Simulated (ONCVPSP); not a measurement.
# V (Z = 23): one change to an ONCV potential, before and after

| Item | Value |
| --- | --- |
| Element | vanadium |
| Generator | ONCVPSP 4.0.1 |
| Type | optimised norm-conserving Vanderbilt (ONCV) |
| Functional | PBE |
| Relativity | scalar-relativistic |
| Frozen core | [Ne] |
| Valence charge | 13 |
| Reference configuration | 3s2 3p6 3d3 4s2 |
| Partial waves | 3s+4s: rc 1.75 bohr, ncon 4, nbas 7, qcut 6.4 1/bohr, 2 projectors; 3p: rc 1.65 bohr, ncon 4, nbas 7, qcut 6.7 1/bohr, 2 projectors, debl 3.2 Ha; 3d: rc 1.15 bohr, ncon 3, nbas 8, qcut 7.5 1/bohr, 2 projectors, debl 3.5 Ha; f scattering state at 0.09 Ha: rc 1.90 bohr, ncon 4, nbas 7, qcut 5.5 1/bohr, 2 projectors, debl 0.9 Ha |
| Local potential | polynomial inside 1.00 bohr (lpopt 4, dvloc0 2 Ha) |
| Core correction | none |

Change: d: qcut 7.

Cutoffs: the cutoffs (Ha) at which the residual kinetic energy of the hardest occupied pseudo-wave falls to 1 and 0.1 mHa per electron; they do not see the model core or the augmentation charge, which bear on the density cutoff. Errors are all-electron minus pseudo energies relative to the spin-unpolarised reference configuration.

Question: What does the change do?

Answer: Of the 4 tests that both files solve, the error grows in 3 and shrinks in 0 by more than 15 % and 0.3 meV (median size 1.8 → 2.5 meV); neither file shows a bound ghost.

```tsv
quantity	base	changed
bound ghosts	none	none
GHOST(+) flags under 300 eV	none	none
error for 3s2 3p6 3d3 4s1, meV [ΔE 7.74 eV]	-0.7	-0.8
error for 3s2 3p6 3d3 4s0, meV [ΔE 22.03 eV]	-2.2	-2.7
error for 3s2 3p6 3d2 4s0, meV [ΔE 50.93 eV]	-17	-23
error for 3s2 3p6 3d2 4s2 4p1, meV [ΔE 5.78 eV]	+1.5	-2.2
s: phases at 1.78 bohr within 0.05 rad from the reference energy up to (Ha; the scan ends near 5)	to the end of the scan	to the end of the scan
p: phases at 1.68 bohr within 0.05 rad from the reference energy up to (Ha; the scan ends near 5)	to the end of the scan	to the end of the scan
d: phases at 1.17 bohr within 0.05 rad from the reference energy up to (Ha; the scan ends near 5)	to the end of the scan	to the end of the scan
f: phases at 1.93 bohr within 0.05 rad from the reference energy up to (Ha; the scan ends near 5)	to the end of the scan	to the end of the scan
```
